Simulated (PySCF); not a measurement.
A GIAO shielding run with PySCF 2.14.0 with density-fitted response routines (density fitting, non-relativistic, gas phase) on `C([SiH3])[Si@]1(N[SiH3])CCCO1`, C4H15NOSi3:

```
$ OMP_NUM_THREADS=1 python probes_run.py task.json out

{"job": {"kind": "nmr", "xc": "PBE0", "basis": "pcSseg-1"}, "charge": 0, "multiplicity": 1}
Si    -0.970110     2.647400    -0.241003
C      0.601322     1.589418    -0.283732
Si     0.378403    -0.237007     0.162119
N      1.879775    -1.077381    -0.031404
Si     3.151753    -0.720836    -1.143982
C     -1.123636    -1.107068    -0.626754
C     -2.143032    -0.979209     0.500987
C     -1.372101    -1.094475     1.815761
O     -0.143946    -0.422872     1.708237
H     -1.591910     2.621000     1.085292
H     -0.627666     4.035831    -0.570906
H     -1.938859     2.164953    -1.233632
H      1.332057     2.012037     0.404135
H      1.055225     1.640668    -1.271227
H      2.071626    -1.787114     0.656004
H      3.851048     0.515594    -0.776884
H      2.557461    -0.565882    -2.472601
H      4.063568    -1.863303    -1.079816
H     -1.502498    -0.670377    -1.546295
H     -0.909375    -2.157288    -0.825498
H     -2.602138     0.010050     0.455601
H     -2.931387    -1.731537     0.453542
H     -1.171350    -2.147671     2.047470
H     -1.925963    -0.655169     2.649982
```

Hardware: 1 thread of an Intel Xeon, shared host. The job also computes population analyses, field gradients, ring-centre shieldings.

Question: How large is the calculation?

Answer: 96 electrons, 249 basis functions and 1358 auxiliary functions.

Question: How long does it take, and how much memory does it need?

Answer: 3.3 min of wall time, with 13 SCF cycles and 4 response iterations; peak memory 1.2 GiB. Times on a shared host scatter by some tens of per cent.
